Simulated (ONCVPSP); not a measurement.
# Cu (Z = 29): variants of one ONCV potential

Base potential:

```json
{
 "Element": "Cu",
 "Generator": "ONCVPSP 4.0.1",
 "Type": "optimised norm-conserving Vanderbilt (ONCV)",
 "Functional": "PBE",
 "Relativity": "scalar-relativistic",
 "Frozen core": "[Ne]",
 "Valence charge": "19",
 "Reference configuration": "3s2 3p6 3d9 4s2",
 "Partial waves": "3s+4s: rc 1.30 bohr, ncon 3, nbas 6, qcut 10 1/bohr, 3 projectors, debl 1.2 Ha; 3p: rc 1.10 bohr, ncon 4, nbas 7, qcut 11.9 1/bohr, 2 projectors, debl 0.8 Ha; 3d: rc 1.10 bohr, ncon 4, nbas 9, qcut 15.2 1/bohr, 2 projectors, debl 0.6 Ha",
 "Local potential": "polynomial inside 1.05 bohr (lpopt 2, dvloc0 6 Ha)",
 "Core correction": "polynomial model core, fcfact 0.75"
}
```

In the p channel the program set the typed energies aside and used -2.841, 0.250 Ha.

All-electron outer shells of the reference configuration (PBE, scalar-relativistic, ld1.x):

```csv
shell,level (eV),outermost node (bohr),outermost maximum (bohr)
2p,-922.70,–,0.16
3s,-120.00,0.29,0.61
3p,-77.31,0.26,0.62
3d,-9.52,–,0.60
4s,-5.81,0.88,2.16
```

Cutoffs, loose and tight: the cutoffs (Ha) at which the residual kinetic energy of the hardest occupied pseudo-wave falls to 1 and 0.1 mHa per electron. They do not see the model core or the augmentation charge, which bear on the density cutoff. Test errors are all-electron minus pseudo excitation energies from the reference, over the configurations 3s2 3p6 3d10 4s1; 3s2 3p6 3d10 4s0; 3s2 3p6 3d9 4s0; 3s2 3p6 3d7 4s0. A dash means not determined; rows that change the core or the reference have their own tests.

| change | outcome | cutoff, loose | cutoff, tight | bound ghosts | GHOST(+) flags above zero | largest test error (meV) |
| --- | --- | --- | --- | --- | --- | --- |
| base | generated, projector energies reset by the program | 86 Ha | 97 Ha | none | none | +38 |
| s: qcut 13.2 | generated, projector energies reset by the program | 86 Ha | 97 Ha | none | none | +39 |
| p: rc 1.14 | generated, projector energies reset by the program | 86 Ha | 97 Ha | none | none | +38 |
| local potential polynomial inside 1.10 bohr (lpopt 4, dvloc0 0 Ha) | generated, projector energies reset by the program | 86 Ha | 97 Ha | none | none | +38 |

What comes out with this change to the base: all radii but the core radius scaled by about 0.87 (s 1.12, p 0.96, d 0.96 bohr); local potential polynomial inside 0.92 bohr (lpopt 2, dvloc0 6 Ha)?

outcome: generated, projector energies reset by the program; cutoff, loose: 96 Ha; cutoff, tight: 107 Ha; bound ghosts: none; GHOST(+) flags above zero: none; largest test error (meV): +15.

What comes out with this change to the base: fully relativistic?

outcome: generated, projector energies reset by the program; cutoff, loose: 86 Ha; cutoff, tight: 97 Ha; bound ghosts: none; GHOST(+) flags above zero: none; largest test error (meV): +53.
